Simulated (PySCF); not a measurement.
Ge(H)2(Cl)(NH2), H4ClGeN, SMILES [NH2][GeH2][Cl], PBE0/def2-SVP optimised geometry. Atoms within 1.6 Å of the plane z = 1.0 Å (x, y, z in Å): Ge1 (0.02, -0.79, 0.00), N2 (-0.55, 0.93, 0.00), Cl3 (-0.58, -1.90, 1.78), H4 (1.56, -0.79, 0.00), H6 (-1.56, 1.05, -0.03), H7 (-0.16, 1.52, 0.74).

Computed with PBE0/def2-TZVP (PySCF).

Map of the HOMO−1 amplitude (bohr^(-3/2)) on the plane z = 1.0 Å; orbital energy -8.60 eV, overall sign arbitrary:

```
|777777777777777777777777777|
|777777777777777777777777777|
|777777777777777777777777777|
|777777777777777777777777777|
|777777777778888877777777777|
|777777777788888877777777777|
|777777777788888887777777777|
|777777777788888887777777777|
|777777777788888877777777777|
|777777777788888877777777777|
|777777777788888777777777777|
|777777777778887777777777777|
|777777777778877777777777777|
|777777777778877777777777777|
|777777777777887776677777777|
|777777777777888776667777777|
|777777766667898877677777777|
|777777655446899887777777777|
|777776653224799987777777777|
|777776642002699988777777777|
|777776642001589988877777777|
|777776653213578888877777777|
|777777655434678888887777777|
|777777666556678888877777777|
|777777776666777888877777777|
|777777777777777788777777777|
|777777777777777777777777777|
```
Scale: ten equal steps from -0.158 (start of '0') to 0.041 (end of '9'), in the order '0123456789'; x runs from -4.00 to 4.00, y from -4.00 (bottom) to 4.00 (top).
